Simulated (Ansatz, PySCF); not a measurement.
Positional isomers: propene silyl. Isolated molecules, 0 K electronic values unless said otherwise. One relaxed conformer stands for each flexible species; it need not be the lowest. Strings in code marks are SMILES.

Quantity: electronic energy of isomers of C3H8Si relative to `C/C=C/[SiH3]`, in kJ/mol.

Level 1: frozen-core MP2/cc-pVTZ // PBE-D3(BJ)/def2-TZVP (Ansatz, an electronic-structure program)
Level 2: B3LYP/3-21G // PBE-D3(BJ)/def2-TZVP (PySCF)
Level 3: B3LYP/6-311+G** // PBE-D3(BJ)/def2-TZVP (PySCF)
Level 4: frozen-core MP2/6-31G* // PBE-D3(BJ)/def2-TZVP (PySCF)

| species | level 2 | level 3 | level 4 |
|---|---|---|---|
| `C=CC[SiH3]` (C–C–C–Si torsion 106°) | 10.01 | 9.05 | 12.01 |
| `C=C(C)[SiH3]` | 5.32 | 8.50 | 5.87 |
| `C/C=C\[SiH3]` | 6.64 | 8.36 | 8.91 |

What does level 1 give for each, and how far do the other levels lie from it on average?


- `C=CC[SiH3]` (C–C–C–Si torsion 106°): 7.62
- `C=C(C)[SiH3]`: 4.46
- `C/C=C\[SiH3]`: 6.84
Mean absolute difference from level 1, which has limits of its own, over these rows (drawn at random from the members that have all these levels): level 2 1.15 kJ/mol, level 3 2.33 kJ/mol, level 4 2.63 kJ/mol.
